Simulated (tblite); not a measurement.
Start geometry of `CS(=O)(=O)[N-]S(=O)(=O)F` from a force field or distance geometry (Å):
```
atom  x, y, z in Å
C1     1.2652    0.9393   -0.1646
S2     0.7950   -0.7758   -0.2335
O3     0.9462   -1.2433    1.1583
O4     1.8091   -1.3270   -1.1381
N5    -0.6447   -0.7468   -0.8587
S6    -1.7911   -0.2026    0.0701
O7    -1.6123    1.1256    0.6571
O8    -3.1305   -0.4515   -0.4222
F9    -1.7369   -1.1686    1.3496
H10    2.3387    0.9948   -0.0436
H11    0.9690    1.4303   -1.0989
H12    0.7936    1.4250    0.6984
```

Question: What comes out of this run: tblite 0.8.0, GFN2-xTB geometry optimisation, gas phase?

Answer: 
```
atom  x, y, z in Å
C1     1.2786    1.0410   -0.2701
S2     0.8025   -0.7162   -0.2068
O3     0.8684   -1.1364    1.1694
O4     1.7134   -1.3991   -1.1020
N5    -0.6723   -0.7719   -0.8217
S6    -1.7351   -0.2561    0.1882
O7    -1.3404    0.8488    1.0131
O8    -3.0307   -0.1473   -0.4145
F9    -1.9593   -1.5050    1.2624
H10    2.2763    1.1297    0.1395
H11    1.2501    1.3394   -1.3089
H12    0.5497    1.5722    0.3253
```

The energy falls by 8.3 kcal/mol over 78 L-BFGS steps, the largest force on an atom goes from 2.41 to 0.009 eV/Å, and the atoms move by 0.294 Å rms after alignment. The bond that changes most is S6–F9 (sulfonyl sulfur to sulfur-bound fluorine), which lengthens by 0.058 Å. Bonds longer at the end by more than 0.005 Å: 3 of 11; shorter: 7. Among the angles that change most is O3–S2–N5, from 118.4° to 113.5°. Among the dihedrals that turn most is H12–C1–S2–O4, from -163° to 175°. Rotational constants go from 2583, 936.6, 908.1 to 2517, 973.2, 928.3 MHz. The orientation of the end geometry is arbitrary; only internal coordinates are fixed.

Its GFN2-xTB frequencies are all real (lowest 70 cm⁻¹).

One conformer stands for the species.

All values are computed, not measured.
